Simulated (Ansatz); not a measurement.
## Reading a saddle point

A first-order saddle point of AlH$_{2}$BrCl$_{2}$, closed shell, PBE0-D4/def2-TZVP, with one imaginary mode of 510i cm⁻¹:

```xyz
6
angstrom
Al -0.3005 0.4184 -0.2793
Br 0.2255 -1.7437 1.0866
Cl -1.0987 -0.1877 -2.1052
Cl -1.3352 1.7078 0.9882
H 1.1849 -0.6844 0.5097
H 1.3239 0.4896 -0.2001
```

Computed with Ansatz 0.2.0 (basis: def2-TZVPP and def2-QZVPP); correlated methods freeze the cores. Filled d shells of the heavier atoms are correlated. The def2 sets are not built for correlating such inner shells, so the correlated values are less sure here. Extrapolation: Hartree–Fock as exp(−7.88 √X), correlation as X^−2.97.

Problem. Which contacts change along the imaginary mode, and what lies on either side? (Judge from chemistry; the calculation decides.)

Solution. The calculation gives: The step is AlBrCl₂ ([Cl][Al]([Cl])[Br]) + H₂ → AlHCl₂ ([Cl][AlH][Cl]) + HBr (still joined by a long Al–Br bond), with the molecules in contact on both sides. Shortening one way: Al1–H6, Br2–H5; lengthening the same way: Al1–Br2, H5–H6.
```
   pair  one side (Å)  saddle (Å)  other side (Å)
 Al1–H6          2.28        1.63            1.57
 Br2–H5          2.99        1.54            1.43
Al1–Br2          2.24        2.61            2.76
  H5–H6          0.76        1.38            3.91
```

Problem. Which side is lower, and how far does the saddle lie above each? (To be estimated.)

Solution. The calculation gives: The side with Al1–Br2, H5–H6 short is lower by 111.9 kJ/mol; the saddle lies 148.3 kJ/mol above it and 36.4 kJ/mol above the other (CCSD(T) at an estimated basis limit (MP2 extrapolated from triple and quadruple zeta, plus CCSD(T) − MP2 in triple zeta); electronic energies).

No T1 diagnostic of these runs exceeds 0.008.

Labels in which every atom is bracketed show which atoms are joined, not bond orders.

For scale, one of the runs: CCSD(T)/def2-TZVPP, 202 basis functions (an equivalent command: `ansatz run in.yaml --threads 4`). The run took 16 s on 4 CPU threads (shared host), with 2.4 GiB of host memory at its peak.
